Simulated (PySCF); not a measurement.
# Spinor energies of As³²⁺ (arsenic, charge +32)

Start: 1s1; 1s1/2 filled at m_j = +1/2. Calculated with PySCF 2.14 in an uncontracted even-tempered set (15 s from 50 bohr⁻², ratio 2.4; 10 p from 65 bohr⁻², ratio 2.4; 3 d from 200 bohr⁻², ratio 2.6; 3 f from 290 bohr⁻², ratio 2.6): generalised Hartree-Fock with the X2C-1e Hamiltonian and a Gaussian nucleus; one run each with spin-orbit coupling (SO) switched off, then screened by Boettger's factors.

```csv
spinor shell,electrons,"ε, spin-free (eV)","ε, screened SO (eV)",weight of nominal j (screened SO),"rms radius, screened SO (bohr)"
1s1/2,1,-15037.7,-15037.7,1.000,0.0512
```

```
   quantity   spin-free  screened SO
E (hartree)  -552.62387   -552.62387
        M_J         1/2          1/2
       ⟨J²⟩       0.750        0.750
       ⟨L²⟩       0.000        0.000
       ⟨S²⟩       0.750        0.750
```

Without spin-orbit coupling the j labels of p, d and f shells carry no meaning; the spin-free column gives the mean over the occupied spinors of each nl shell.
